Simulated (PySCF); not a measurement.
System: Li2O, singlet: symmetric bend, bond length relaxed. Scanned: Li-O-Li angle. Other coordinates (O-Li bond length) were minimised at B3LYP/def2-TZVP.

Levels: RKS-M06-2X/6-31G* = PySCF 2.14.0 with restricted M06-2X/6-31G*, spherical d; RMP2/6-31G* = restricted MP2 (frozen core)/6-31G*, spherical d run with PySCF; r2SCAN/def2-TZVP (PySCF).

Energies in eV, each method relative to its own lowest point.

```tsv
a / °	RKS-M06-2X/6-31G*	RMP2/6-31G*	r2SCAN
180	0.000	0.000	0.000
167	0.005	…	0.007
157	0.017	0.008	0.024
147	0.039	…	0.051
137	0.075	0.046	0.094
127	…	0.091	0.157
117	0.223	…	0.248
107	0.360	…	0.383
97	0.568	0.486	0.582
87	0.884	0.783	0.877
80	1.193	1.069	1.167
```

### Question
Fill in the missing entries.

### Answer

- 167, RMP2/6-31G*: 0.003
- 147, RMP2/6-31G*: 0.021
- 127, RKS-M06-2X/6-31G*: 0.133
- 117, RMP2/6-31G*: 0.167
- 107, RMP2/6-31G*: 0.291
